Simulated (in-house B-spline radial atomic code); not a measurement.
Excitations of Sc9+ by several methods

Full response, energies in eV; labels give the largest channel, * marks a mixed state, a dash one above the method's threshold, and an imaginary frequency an unstable closed-shell reference. Computed with an all-electron radial atomic-structure program (B-spline basis): linear response of the closed shell [Ne] 3s2 with each method's own kernel (bare exchange for TDHF, static screening on G0W0 levels for BSE, the adiabatic kernel for functionals); non-relativistic, point nucleus, no spin-orbit coupling, no double excitations, S, P, D and F terms only.

```json
{"method": "TDHF", "3s → 3p 3P": "16.504", "3s → 3p 1P": "28.120", "3s → 3d 3D": "53.75", "α (bohr³)": "0.9532"}
{"method": "BSE on G0W0@HF", "3s → 3p 3P": "18.410", "3s → 3p 1P": "28.936", "3s → 3d 3D": "56.83", "α (bohr³)": "0.8734"}
{"method": "LDA VWN5", "3s → 3p 3P": "19.077", "3s → 3p 1P": "28.667", "3s → 3d 3D": "52.95", "α (bohr³)": "0.8801"}
{"method": "PBE", "3s → 3p 3P": "18.461", "3s → 3p 1P": "28.536", "3s → 3d 3D": "52.07", "α (bohr³)": "0.8994"}
{"method": "PBE0", "3s → 3p 3P": "18.126", "3s → 3p 1P": "28.373", "3s → 3d 3D": "52.61", "α (bohr³)": "0.9164"}
{"method": "B3LYP (VWN-RPA)", "3s → 3p 3P": "17.967", "3s → 3p 1P": "28.577", "3s → 3d 3D": "52.29", "α (bohr³)": "0.8984"}
{"method": "CAM-B3LYP", "3s → 3p 3P": "?", "3s → 3p 1P": "?", "3s → 3d 3D": "?", "α (bohr³)": "?"}
{"method": "LC-wPBE", "3s → 3p 3P": "18.431", "3s → 3p 1P": "28.535", "3s → 3d 3D": "52.30", "α (bohr³)": "0.8996"}
{"method": "wB97X", "3s → 3p 3P": "18.764", "3s → 3p 1P": "28.612", "3s → 3d 3D": "52.96", "α (bohr³)": "0.8987"}
{"method": "HSE06", "3s → 3p 3P": "18.384", "3s → 3p 1P": "28.549", "3s → 3d 3D": "52.66", "α (bohr³)": "0.9053"}
{"method": "BHandHLYP", "3s → 3p 3P": "17.376", "3s → 3p 1P": "28.424", "3s → 3d 3D": "52.78", "α (bohr³)": "0.9173"}
{"method": "BLYP", "3s → 3p 3P": "17.993", "3s → 3p 1P": "28.705", "3s → 3d 3D": "51.63", "α (bohr³)": "0.8857"}
{"method": "PBEsol", "3s → 3p 3P": "18.350", "3s → 3p 1P": "28.449", "3s → 3d 3D": "52.13", "α (bohr³)": "0.9019"}
{"method": "BP86", "3s → 3p 3P": "?", "3s → 3p 1P": "?", "3s → 3d 3D": "?", "α (bohr³)": "?"}
{"method": "LDA exchange-only", "3s → 3p 3P": "18.111", "3s → 3p 1P": "28.777", "3s → 3d 3D": "52.20", "α (bohr³)": "0.8763"}
{"method": "B97-1", "3s → 3p 3P": "18.232", "3s → 3p 1P": "28.268", "3s → 3d 3D": "52.76", "α (bohr³)": "0.9218"}
{"method": "RPBE", "3s → 3p 3P": "18.001", "3s → 3p 1P": "28.274", "3s → 3d 3D": "51.66", "α (bohr³)": "0.9188"}
{"method": "OLYP", "3s → 3p 3P": "16.200", "3s → 3p 1P": "27.713", "3s → 3d 3D": "50.57", "α (bohr³)": "0.954"}
```

Q: What does CAM-B3LYP give?

A: 3s → 3p 3P: 18.006; 3s → 3p 1P: 28.621; 3s → 3d 3D: 52.47; α: 0.896 (eV, bohr³).

Q: What does BP86 give?

A: 3s → 3p 3P: 18.491; 3s → 3p 1P: 28.519; 3s → 3d 3D: 52.08; α: 0.9001 (eV, bohr³).
